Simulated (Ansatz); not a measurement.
The first iterations of a band of BH₆NOSi (10 atoms, charge 0, multiplicity 1).

Level of theory: RHF/6-31G* (Ansatz).

```yaml
movable_images: 9
climbing_image: yes
spring: 5.0 eV/Å²
optimiser: quadratic models (default)
start_path: through a guess of the saddle point
force_threshold: 0.05 eV/Å
iteration_limit: 60
end_points: relaxed
```

Initial state:

```xyz
10
Properties=species:S:1:pos:R:3
N -0.302 1.559 -0.602
B 0.373 0.353 -0.373
O 1.601 0.212 -0.962
Si -0.486 -1.102 0.801
H 0.094 2.279 -1.168
H -1.196 1.779 -0.230
H 2.036 -0.609 -0.792
H -0.683 -2.362 0.044
H -1.807 -0.674 1.318
H 0.370 -1.435 1.966
```

Final state:

```xyz
10
Properties=species:S:1:pos:R:3
N -0.226 1.600 -0.973
B 1.011 1.780 -1.567
O 2.084 1.926 -2.076
Si -0.278 -1.708 1.236
H -0.994 1.198 -1.463
H -0.464 2.030 -0.107
H 1.156 -1.388 1.123
H -0.833 -2.002 -0.100
H -0.996 -0.554 1.815
H -0.459 -2.881 2.112
```

| iteration | highest image above the first end (eV) | largest band force component (eV/Å) |
| --- | --- | --- |
| 1 | 16.950 | 73.316 |
| 2 | 8.850 | 35.177 |
| 3 | 3.720 | 18.749 |
| 4 | 3.160 | 7.603 |
| 5 | 4.182 | 3.733 |
| 6 | 3.520 | 2.123 |
| 7 | 2.579 | 1.677 |
| 8 | 2.515 | 2.919 |
| 9 | 2.623 | 1.074 |
| 10 | 2.404 | 0.630 |
| 11 | 2.411 | 0.550 |
| 12 | 2.439 | 2.481 |
| 13 | 3.024 | 2.797 |
| 14 | 3.662 | 1.407 |
| 15 | 3.677 | 1.543 |
| 16 | 3.599 | 0.619 |
| 17 | 3.593 | 0.346 |
| 18 | 3.588 | 0.286 |
| 19 | 3.586 | 0.122 |
| 20 | 3.585 | 0.108 |

**Question.** Does the band converge within its limit, and where does its top end?

**Answer.** The run ended unconverged. It ended after 60 iterations with the highest image 3.583 eV above the first end. The band didn't meet its force threshold, so its energies are provisional: the largest band force was still 0.23 eV/Å, and over the last iterations the top stayed at 3.58 eV. The orbitals stay closed-shell, which can raise the energy where a bond breaks towards radicals; this wasn't checked here.

Time of the run: 8.8 min on 1 thread of Arm Neoverse V2, on a shared host, peak memory 0.16 GiB.
